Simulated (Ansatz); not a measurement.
Born–Oppenheimer molecular dynamics of Cl$_{2}$GeH$_{4}$S (8 atoms, charge 0, multiplicity 1). It starts at the highest image of a converged band. Of that band: Beside the main top the profile has a ripple of under 15 meV (maxima at images 3, 6), which may be a very shallow well or noise. A vibrational analysis at the climbing image gives one clearly imaginary mode, 268i cm⁻¹: a first-order saddle point.

Level of theory: RKS PBE0-D4/def2-SVP (Ansatz 0.2.0).

- ensemble: NVE (velocity Verlet)
- time step: 0.5 fs
- steps asked: 125
- starting velocities drawn for: 300 K
- seed: 9529

First frame:

```xyz
8
Properties=species:S:1:pos:R:3
Ge 0.054 0.240 0.061
Cl 0.967 -0.819 2.152
H 1.307 -0.288 -0.627
Cl -0.579 1.682 -1.526
H -1.270 -0.464 0.321
S 0.354 2.133 1.575
H 1.510 2.531 0.996
H 0.927 1.078 2.355
```

(1) How far do the bonds stretch over the last three quarters of this one trajectory? (Pairs bonded in most of those frames.)

Results:

(1) 
| bond | mean (Å) | spread (Å) | shortest | longest |
| --- | --- | --- | --- | --- |
| Ge1–H3 | 1.527 | 0.010 | 1.51 | 1.55 |
| Ge1–Cl4 | 2.178 | 0.047 | 2.12 | 2.24 |
| Ge1–H5 | 1.528 | 0.036 | 1.48 | 1.58 |
| Ge1–S6 | 2.305 | 0.053 | 2.22 | 2.39 |
| Cl2–H8 | 1.383 | 0.107 | 1.25 | 1.67 |
| S6–H7 | 1.352 | 0.003 | 1.35 | 1.36 |

Pairs bonded in part of these frames only: Ge1–Cl2 59 %, S6–H8 16 %.

Mean temperature of the second half: 823 K. The conserved energy stayed within 0.095 meV per atom of its start (net change 0.042 meV per atom), so the integration is sound. The kinetic energy rose, since the run started high on the potential surface and went downhill. It ends in pieces (ClGeH3S + ClH), so much of that is their flight and rotation, not heat. A run of 0.062 ps of so small a system gives no equilibrium averages. The orbitals stay closed-shell, which can raise the energy where a bond breaks towards radicals; this wasn't checked here.

Time of the run: 7.5 min on 2 threads of Intel(R) Xeon(R) Platinum 8488C (Sapphire Rapids) (shared host), peak memory 0.28 GiB.
